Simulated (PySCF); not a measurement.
Isomers of C7H9F3S, one GFN2-xTB conformer each. Single-point energies are computed at PBE0/pcSseg-1 (PySCF, gas phase, no added dispersion term), electronic only.

Question: Rank them by PBE0/pcSseg-1 energy, lowest first (kcal/mol).
A. `[F:1][CH2:2][C:3]1=[C:4]([CH:5]([F:6])[F:7])[S:8][CH2:9][CH2:10][CH2:11]1` with F1–C2–C3–C4 162°, C3–C4–C5–F6 52°, C3–C4–S8–C9 10°, C4–S8–C9–C10 -44°, S8–C9–C10–C11 69°, C9–C10–C11–C3 -55°
B. `[CH3:1][C@@H:2]1[CH2:3][C:4](=[S:5])[CH2:6][C@@H:7]1[C:8]([F:9])([F:10])[F:11]` with C1–C2–C3–C4 -89°, C2–C3–C4–S5 164°, C3–C4–C6–C7 -8°, C4–C6–C7–C8 154°

Answer: B (0.0), A (20.7).

As drawn, the lower has a C=S bond, which the higher lacks; the higher has a C=C bond outside aromatic rings, which the lower lacks. GFN2-xTB itself gives, in the same order: 0.0, 12.4. Both levels put the same isomer lowest.

Which frontier levels, dipoles and rotational constants go with these structures?

```
                        SMILES  HOMO (eV, PBE0/pcSseg-1)  LUMO (eV)  dipole (D)       A, B, C (MHz)
C[C@@H]1CC(=S)C[C@@H]1C(F)(F)F                     -6.51      -2.23        2.07  1831, 571.9, 503.0
            FCC1=C(C(F)F)SCCC1                     -6.33      -0.62        2.80  1077, 880.9, 545.8
```
